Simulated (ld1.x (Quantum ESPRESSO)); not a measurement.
# gallium, TM semilocal: configuration errors across variants

ld1.x (Quantum ESPRESSO) 7.5 input, shortened:

```
&input
   title='Ga', zed=31., rel=1, dft='PBESOL', iswitch=3,
   config='[Ar] 3d10 4s2 4p0.5 4d-2'
 /
 &inputp
   pseudotype=1, tm=.true., lloc=1,
   nlcc=.false.
 /
3
4S  1  0   2.00   0.00  1.90  1.90  0.0
4D  3  2  -2.00   0.35  1.70  1.70  0.0
4P  2  1   0.50   0.00  1.80  1.80  0.0
 &test
   configts(1)='4s2 4p0.5'
 /
```

All-electron excitation energies from the reference (eV): (1) 4s2 4p1 -2.027; (2) 4s2 4p0 3.653; (3) 4s1 4p0 24.788; (4) 4s0 4p3 11.363; (5) 4s2 4p1.3 -2.558; (6) 4s1 4p2 4.524; (7) 4s1 4p1 11.057.

In the semilocal form every listed channel keeps its own potential, so the choice of the local channel does not act on these tests. It acts once the file is put into the separable form.

A semilocal file is local in each channel, so a ghost entry of none says nothing of the separable form that plane-wave codes build from it.

Tests that are not counted but printed errors over 1 eV. “form changed from semilocal to separable (Kleinman–Bylander), still TM; local potential the d channel”: 4s1 4p0 (solver errors, printed error -4.3 eV).

2 further variants failed, have other tests or another functional or relativity, and are left out.

A true bound ghost makes a file unfit for plane-wave use even where its test errors are small: the radial tests pick states by their node count and pass the ghost by. Where a test does run into it, the solver fails or the error is huge.

Errors AE − PS in meV (a dash: test not solved or not reliable):

| change | (1) | (2) | (3) | (4) | (5) | (6) | (7) | bound ghosts |
| --- | --- | --- | --- | --- | --- | --- | --- | --- |
| base | +0.5 | -0.1 | +21 | +72 | +1.2 | +19 | +12 | none |
| wave 4d channel at 0.35 Ry: rc 1.70 bohr becomes 4d channel at 0.35 Ry: rc 1.24 bohr | +0.5 | -0.1 | +21 | +72 | +1.2 | +19 | +12 | none |
| wave 4p (bound): rc 1.80 bohr becomes 4p (bound): rc 1.84 bohr | +0.5 | 0.0 | +21 | +72 | +1.2 | +19 | +12 | none |
| local potential the d channel | +0.5 | -0.1 | +21 | +72 | +1.2 | +19 | +12 | none |
| wave 4s (bound): rc 1.90 bohr becomes 4s (bound): rc 2.38 bohr | +0.7 | +0.6 | +14 | +57 | +1.6 | +12 | +3.2 | none |
| wave 4d channel at 0.35 Ry: rc 1.70 bohr becomes 4d channel at -0.1 Ry: rc 1.70 bohr | +0.5 | -0.1 | +21 | +72 | +1.2 | +19 | +12 | none |
| form changed from semilocal to separable (Kleinman–Bylander), still TM; local potential the d channel | +1.3 | +2.5 | – | +72 | +2.3 | +19 | +14 | s, p |

**Question.** Give the same row for: core correction a·sin(br)/r model core inside 0.86 bohr.

**Answer.** -1.3, -4.8, -158, -62, -2.2, -13, -37; bound ghosts: none.
